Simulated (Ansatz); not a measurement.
`C[O][Sc]([F])[F]`. Charge 0, multiplicity 1. Geometry: relaxed with PBE0-D4/def2-TZVP. It is one conformer, not always the lowest.

```xyz
8

C     1.422    0.382    0.048
O     0.083    0.015    0.011
Sc   -1.701   -0.460   -0.056
F    -2.703   -0.531    1.500
F    -2.498   -0.850   -1.680
H     1.744    0.789   -0.918
H     1.599    1.141    0.818
H     2.053   -0.485    0.277
```

Q: What is the dipole moment at PBE/def2-TZVPP? (Best estimate.)

A: Ansatz gave: 2.52 D, with components (2.45, 0.60, 0.09) D in this frame, pointing from negative to positive charge.

Q: And with r2SCAN, B3LYP, ωB97M-V? (An estimate is asked.)

A: Ansatz gave: r2SCAN 2.51 D, B3LYP 2.57 D, ωB97M-V 2.47 D.

Q: Give the Mulliken charges with PBE, r2SCAN, ωB97M-V in def2-TZVPP. (An estimate is asked.)

A: The calculation gave: 
```tsv
atom	PBE	r2SCAN	ωB97M-V
C1	-0.12	0.03	-0.16
O2	-0.46	-0.54	-0.52
Sc3	1.07	1.22	1.19
F4	-0.38	-0.43	-0.42
F5	-0.38	-0.43	-0.42
H6	0.10	0.05	0.11
H7	0.10	0.05	0.11
H8	0.09	0.05	0.11
```

B3LYP here is the variant with VWN-RPA as its local correlation; programs differ in this.
